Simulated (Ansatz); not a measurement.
Basis-set extrapolation for CH₄BCl₂N (`CNB(Cl)Cl`) (PBE0-D4/def2-TZVP geometry, frozen core, Ansatz). Multiplicity 1, RHF reference.

```csv
,def2-TZVPP,def2-QZVPP
HF,-1038.534467,-1038.565275
MP2 correlation,-0.860623,-0.932183
CCSD(T) correlation,-0.949002,not run
```

Energies in hartree. Use E(X) = E(∞) + A·exp(−7.88·√X) for Hartree–Fock and E(X) = E(∞) + B·X^(−2.97) for correlation, with X = 3 and 4, and add CCSD(T) minus MP2 of the smaller set to the MP2 limit.

What is the CCSD(T) energy at the basis-set limit?

HF limit: -1038.565275 + (-0.030808) × 0.13774 = -1038.56952. MP2 limit: -0.932183 + (-0.071560) × 0.74074 = -0.98519. Higher-order term: -0.949002 − (-0.860623) = -0.08838. Total: -1039.64309 hartree, 100.2 kcal/mol below CCSD(T)/def2-TZVPP.
